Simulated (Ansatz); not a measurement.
Consider the formal exchange of groups at the Si–N bond: `BC[SiH2][NH][AlH2]` + `CC(=S)CF` → `BC[SiH2]CF` + `CC(=S)[NH][AlH2]`.

Gas-phase electronic energies from Ansatz, PBE0-D4/def2-TZVP geometries. CBS: MP2 limit from def2 TZ/QZ plus the TZ coupled-cluster correction, frozen cores. Functionals use def2-TZVPP. B3LYP here is the variant with VWN-RPA as its local correlation; programs differ in this. One conformer a species, not always the lowest.

`BC[SiH2][NH][AlH2]`:

Z-matrix (Å, degrees):
```
C
Si 1 1.895
B 1 1.531 2 109.3
H 1 1.094 2 103.9 3 122.9
H 1 1.096 2 103.3 3 -121.8
N 2 1.726 1 111.4 3 -175.6
H 2 1.489 1 108.0 3 62.1
H 2 1.485 1 110.5 3 -57.4
H 3 1.198 1 120.7 2 90.3
H 3 1.199 1 120.9 2 -86.1
Al 6 1.783 2 129.2 1 116.7
H 6 1.013 2 114.6 1 -64.6
H 11 1.580 6 118.1 2 -1.7
H 11 1.583 6 117.3 2 178.6
```

`CC(=S)CF`:

Cartesian coordinates in Å:
```
C 0.577 1.104 0.337
C -0.572 0.183 0.149
S -2.108 0.547 0.501
C -0.259 -1.177 -0.409
F 1.087 -1.350 -0.656
H 1.319 0.645 0.999
H 0.248 2.057 0.744
H 1.092 1.257 -0.618
H -0.803 -1.320 -1.347
H -0.581 -1.946 0.299
```

`BC[SiH2]CF`:

```xyz
13

B     2.134    0.415   -0.770
C     0.620    0.650   -0.730
Si   -0.091   -0.496    0.593
C    -1.976   -0.295    0.622
F    -2.507   -0.552   -0.638
H     2.596   -0.466   -1.437
H     2.872    1.061   -0.082
H     0.083    0.348   -1.635
H     0.317    1.655   -0.421
H     0.243   -1.914    0.303
H     0.409   -0.145    1.950
H    -2.262    0.723    0.910
H    -2.437   -0.987    1.335
```

`CC(=S)[NH][AlH2]`:

Z-matrix (Å, degrees):
```
C
C 1 1.499
H 1 1.086 2 110.3
H 1 1.095 2 110.5 3 120.7
H 1 1.094 2 110.7 3 -120.9
S 2 1.642 1 121.9 3 -0.8
N 2 1.360 1 115.8 3 179.3
Al 7 1.810 2 133.2 1 -0.0
H 7 1.015 2 109.6 1 179.9
H 8 1.575 7 119.9 2 -0.1
H 8 1.577 7 113.7 2 179.9
```

```json
{"level": "PBE0", "ΔE (eV)": "0.38"}
{"level": "B3LYP", "ΔE (eV)": "0.41"}
```

**Question.** What does CCSD(T)/CBS give? (Estimate.)

**Answer.** The calculation gave: +0.53 eV. The listed levels differ from it by -0.15, -0.12 eV.

Largest T1 diagnostic among the species: 0.017.

From PBE to PBE0 (25 % exact exchange), in def2-TZVPP and without D4, ΔE moves by +0.06 eV.
